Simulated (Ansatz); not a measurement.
ClH$_{3}$S$_{2}$Si (`S[SiH](S)Cl`), relaxed with RKS PBE0-D4/def2-TZVP in Ansatz from a PBE-D4/def2-SVP geometry. The force threshold is 0.005 eV/Å; the program also tests the step.

Charge 0, multiplicity 1.

Start:

```xyz
7

S     1.498   -1.391    0.147
Si   -0.043    0.073   -0.150
S    -0.209    0.986    1.784
Cl   -1.840   -0.794   -0.763
H     1.462   -1.793   -1.156
H     0.300    1.059   -1.225
H    -1.169    1.860    1.364
```

(1) How much energy does the relaxation release, and in how many steps? (Best estimate.)

(2) Which bonds change most? (Estimate.)

(3) Give the relaxed structure. (An estimate is asked.)

Answers

(1) Ansatz gave: 4.52 kJ/mol, in 15 steps, 2 of them rejected.

(2) Computed: Si2–Cl4 from 2.088 to 2.055 Å; S1–Si2 from 2.145 to 2.118 Å; Si2–S3 from 2.145 to 2.119 Å; Si2–H6 from 1.500 to 1.478 Å.

(3) Computed: 
```xyz
7

S     1.351   -1.492    0.167
Si   -0.045    0.066   -0.168
S    -0.097    1.108    1.676
Cl   -1.928   -0.598   -0.651
H     1.641   -1.617   -1.140
H     0.383    0.888   -1.319
H    -1.305    1.645    1.436
```
